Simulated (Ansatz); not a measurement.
A nudged elastic band was laid between two geometries of Cl3FTi + H4Si (10 atoms, charge 0, multiplicity 1).

Theory: RKS PBE-D4/def2-SVP (Ansatz 0.2.0).

| Quantity | Value |
| --- | --- |
| movable images | 5 |
| climbing image | yes |
| spring | 5.0 eV/Å² |
| optimiser | quadratic models (default) |
| start path | through a guess of the saddle point |
| force threshold | 0.05 eV/Å |
| iteration limit | 60 |
| end points | relaxed |

Image 0:

```xyz
10
Properties=species:S:1:pos:R:3
Ti 0.605 -0.055 -0.184
F 0.938 0.144 1.506
Cl 2.485 0.043 -1.276
Cl -0.709 1.545 -0.879
Cl -0.329 -1.994 -0.527
Si -3.221 0.065 1.430
H -3.304 -0.520 0.049
H -4.127 -0.702 2.354
H -3.637 1.508 1.401
H -1.809 -0.034 1.939
```

Image 6:

```xyz
10
Properties=species:S:1:pos:R:3
Ti -0.273 -0.096 -0.239
F -0.191 -0.870 1.863
Cl 1.388 1.210 0.337
Cl -1.158 0.892 -1.985
Cl 0.017 -2.169 -0.876
Si -2.590 0.387 0.865
H -3.781 -0.320 0.274
H -2.491 -0.203 2.302
H -2.929 1.836 1.102
H -1.100 -0.668 2.169
```

Task: What changes between the two ends?

Result: Bonds broken: Si6–H10. Bonds formed: Ti1–Si6, F2–H10. Cl3FTi + H4Si becomes Cl3FH4SiTi.

Task: Give the energies along the band, and the barrier.

Result: The run converged. The highest image is number 4 of 0 to 6, 2.14 eV above the first end and 0.36 eV above the last; the last end lies 1.78 eV above the first. Neighbouring images differ by up to 1.2 eV, so the band resolves the path poorly. A vibrational analysis at the climbing image gives one clearly imaginary mode, 514i cm⁻¹, and a faint second one (31i cm⁻¹) that may be numerical noise or a soft torsion: probably a first-order saddle point. The orbitals stay closed-shell, which can raise the energy where a bond breaks towards radicals; this wasn't checked here.

```csv
image,path coordinate (Å),energy (eV),Si6–H10 (Å),Ti1–Si6 (Å),F2–H10 (Å)
0,0.00,0.00,1.50,4.15,2.79
1,1.12,0.02,1.50,4.17,2.55
2,2.23,0.16,1.49,3.78,2.22
3,3.35,1.37,1.50,3.17,1.68
4,4.47,2.14,1.93,2.72,1.31
5,5.73,1.87,2.17,2.65,1.00
6,7.00,1.78,2.24,2.61,0.98
```

Task: What is the geometry of the highest image?

Result: 
```xyz
10
Properties=species:S:1:pos:R:3
Ti -0.142 -0.028 -0.182
F -0.130 -0.184 1.750
Cl 2.071 0.145 -0.095
Cl -0.682 1.726 -1.397
Cl -0.609 -1.878 -1.233
Si -2.706 0.104 0.711
H -3.722 -1.016 0.785
H -2.307 -0.094 2.357
H -3.489 1.363 1.011
H -1.392 -0.138 2.106
```

The run took 4.1 min on 4 threads of Arm Neoverse V1, with other jobs on the host, peak memory 0.25 GiB.
